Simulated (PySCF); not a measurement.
## Two-dimensional NMR puzzle

Compound of formula C5H9NO. Correlations simulated from computed shifts and the bond graph:

HSQC (one-bond C–H):
| δH | δC |
| --- | --- |
| 1.29 | 34.2 |

HMBC (two and three bonds, from the bond graph):
| δH | δC |
| --- | --- |
| 1.29 | 58.5, 34.2 |

Carbons without hydrogens: δ 128.7, 58.5.

Single conformer, one averaged value for each set of equivalent atoms, no solvent, non-relativistic Hamiltonian. σ from GIAO-B97-2/pcSseg-2; geometry from PBE0-D3(BJ)/def2-TZVP; PySCF.

Referencing at the same level of theory: 1H (σref 31.64) and 13C (σref 185.38) vs TMS.

Exchangeable hydrogens are left out of these lists.

Question: Assemble the structure.

Answer: tert-Butyl isocyanate (SMILES CC(C)(C)N=C=O).

Structure with atom numbers: `[CH3:1][C:2]([CH3:3])([CH3:4])[N:5]=[C:6]=[O:7]`. Hydrogens are named by the atom that carries them.

1. δC 128.7 is C6, a central carbon of a heterocumulene.
2. δC 58.5 is C2, a fully substituted sp3 carbon bonded to N.
3. δC 34.2 is C1/C3/C4, a methyl carbon (δH 1.29).
4. HMBC from δH 1.29 reaches the proton-free carbon C2.

The shifts were computed for this structure.

Shifts are as computed. Against solution values, carbons near 30 ppm lie about +3 ppm off and those near 130 ppm about +7 ppm. Of 1211 compounds with measured shifts, 218 miss one by over three times the rms of a fit or turn the order of signals round; such compounds aren't used in these exercises.
